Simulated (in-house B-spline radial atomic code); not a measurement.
A fraction x of an electron is removed from 4p in the rubidium ion Rb³⁺, starting from [Ar] 3d10 4s2 4p4 and keeping the highest spin. All numbers are computed (scalar-relativistic (X2C) PBE, spin-polarised, spherical fractional occupations; Fermi nucleus of rms radius 4.2036 fm) with a radial B-spline atomic code at the basis-set limit, not measured.

```csv
x,E(x) - E(0) (eV),4p down level (eV)
0,0.0000,-45.435
0.11,5.0734,-46.810
0.16,7.4296,-47.436
0.31,14.6862,-49.320
0.38,18.1695,-50.202
0.5,24.2846,-51.717
0.55,26.8863,-52.350
0.67,33.2595,-53.871
0.76,38.1594,-55.015
0.99,51.1499,-57.949
1,51.7300,-
```

The exact functional would give a straight line between the two integer points. Deviations E(x) - E(0) - x[E(1) - E(0)], in eV: -0.617 at x = 0.11, -0.847 at x = 0.16, -1.35 at x = 0.31, -1.488 at x = 0.38, -1.58 at x = 0.5, -1.565 at x = 0.55, -1.4 at x = 0.67, -1.155 at x = 0.76, -0.063 at x = 0.99.

The curve lies below the straight line by up to 1.58 eV (at x = 0.5): convex, the delocalisation error that favours fractional charges.

How well does Slater's transition state (minus the level at half occupation) give the ionisation energy?

It gives 51.717 eV against 51.730 eV from the two total energies; NIST lists 52.20 eV, ground level to ground level.
